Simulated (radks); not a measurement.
Question: The xenon ion Xe9+ is in [Kr] 4d9. Calculated with a radial shooting solver on a logarithmic mesh with Libxc functionals: scalar-relativistic Kohn-Sham, BLYP, spin-polarised, spherical densities, finite nucleus; Fermi nuclear charge, rms radius of each element as measured or else 0.836 A^(1/3) + 0.57 fm. Open shells are filled with parallel spins first. One electron is removed from 4p, 4d, 4s, 3d in turn, with full relaxation. Which removal costs least, and what does each cost?

Answer: 4d 204.16 eV; 4p 288.87 eV; 4s 346.38 eV; 3d 823.53 eV. The 4d electron leaves first.
